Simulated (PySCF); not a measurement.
**The third ionisation energy along group 13**

All values are computed (PySCF 2.14, energy differences of UHF-based or UKS calculations, no spin-orbit coupling). Values in eV. The last column holds reference values (NIST; (s) semi-empirical, (t) theoretical, else measured). Unmarked ones compare directly (S terms, centres of terms, or small fine structure); those marked * lie between the lowest fine-structure levels and include a spin-orbit shift.

```csv
element,configurations,UHF,LDA,PBE,PBE0,r2SCAN,reference
"B (aug-cc-pVTZ, non-relativistic)",[He] 2s1 → 1s2,37.815,37.892,38.282,38.223,37.849,37.931
"Al (aug-cc-pV(T+d)Z, non-relativistic)",[Ne] 3s1 → [Ne],28.039,28.806,28.811,28.677,28.376,28.448
"Ga (aug-cc-pVTZ-PP with ECP10MDF, ECP)",[Ar] 3d10 4s1 → [Ar] 3d10,29.631,31.862,31.473,31.107,31.298,30.726
"In (aug-cc-pVTZ-PP with ECP28MDF, ECP)",[Kr] 4d10 5s1 → [Kr] 4d10,26.619,29.089,28.659,28.277,28.372,28.044
"Tl (aug-cc-pVTZ-PP with ECP60MDF, ECP)",[Xe] 4f14 5d10 6s1 → [Xe] 4f14 5d10,28.157,30.769,30.304,29.954,30.120,29.852
```

```csv
method,elements,mean error (eV),mean absolute error (eV),largest error (eV)
UHF,5,-0.948,0.948,-1.695
LDA,5,0.684,0.699,1.136
PBE,5,0.506,0.506,0.748
PBE0,5,0.248,0.248,0.381
r2SCAN,5,0.203,0.264,0.573
```

Errors include the incompleteness of the basis and the frozen core.
